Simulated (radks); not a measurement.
Results of a calculation; reference values are marked as such.
The hydrogen anion H-, [He], held by a Watson sphere: a shell of charge +1 at radius R that stands for the Madelung well of a crystal (potential energy -1/R inside, -1/r outside, in hartree with lengths in bohr). Level of theory: non-relativistic Kohn-Sham, r2SCAN, spin-unpolarised, spherical densities, point nucleus; meta-GGA in the generalised Kohn-Sham scheme (a radial shooting solver on a logarithmic mesh with Libxc functionals).

R (bohr) = 1.72: e(1s) (eV) -7.852; <r> 1s (bohr) 1.687; sum of <r^2> (bohr^2) 7.514; X-ray form factor at sin(theta)/lambda = 0.1 1/angstrom 1.541
R (bohr) = 2.33: e(1s) (eV) -6.450; <r> 1s (bohr) 1.884; sum of <r^2> (bohr^2) 9.468; X-ray form factor at sin(theta)/lambda = 0.1 1/angstrom 1.448
R (bohr) = 2.48: e(1s) (eV) -6.169; <r> 1s (bohr) 1.926; sum of <r^2> (bohr^2) 9.925; X-ray form factor at sin(theta)/lambda = 0.1 1/angstrom 1.428
R (bohr) = 2.67: e(1s) (eV) -5.841; <r> 1s (bohr) 1.976; sum of <r^2> (bohr^2) 10.49; X-ray form factor at sin(theta)/lambda = 0.1 1/angstrom 1.404
R (bohr) = 2.73: e(1s) (eV) -5.743; <r> 1s (bohr) 1.991; sum of <r^2> (bohr^2) 10.67; X-ray form factor at sin(theta)/lambda = 0.1 1/angstrom 1.397
R (bohr) = 3.22: e(1s) (eV) -5.032; <r> 1s (bohr) 2.100; sum of <r^2> (bohr^2) 12.03; X-ray form factor at sin(theta)/lambda = 0.1 1/angstrom 1.345
R (bohr) = 3.26: e(1s) (eV) -4.980; <r> 1s (bohr) 2.109; sum of <r^2> (bohr^2) 12.13; X-ray form factor at sin(theta)/lambda = 0.1 1/angstrom 1.342
